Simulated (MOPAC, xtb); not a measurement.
Noncovalent pair: CH3Cl (SMILES CCl) (first 5 atoms) with C2H6 (SMILES CC); geometry from B3LYP-D3(BJ)/def2-TZVP, rigid monomers moved along the line of their centres of mass till H4···H8 is 3.38 Å.
(charge 0, multiplicity 1):
```
atom    x (Å)    y (Å)    z (Å)
----  -------  -------  -------
C     -0.6717  -0.9111   0.8401
Cl    -0.8430   0.8742   0.7990
H     -0.5880  -1.2688  -0.1815
H      0.2218  -1.1551   1.4063
H     -1.5509  -1.3272   1.3220
C      0.9793   0.2494   5.3008
C     -0.3709  -0.4484   5.4359
H      1.3015   0.2941   4.2591
H      1.7541  -0.2675   5.8707
H      0.9296   1.2768   5.6659
H     -1.1358   0.0615   4.8480
H     -0.7061  -0.4671   6.4748
H     -0.3208  -1.4837   5.0911
```

Monomers are frozen at their geometry in the pair; levels with a basis set take the counterpoise correction.

The state reached by PM6, PM7 isn't checked; PM7 holds dispersion and hydrogen-bond terms.

Codes used: MOPAC for PM6, PM7 (differences of heats of formation); xtb for the GFN methods. Values without a source in brackets are computed.

Task: What is the computed interaction energy (PM7)?

Result: -1.0 kcal/mol

Task: What interaction energy does PM6 give?

Result: -0.1 kcal/mol

Task: Estimate the interaction energy that GFN2-xTB returns for this input.

Result: -0.6 kcal/mol
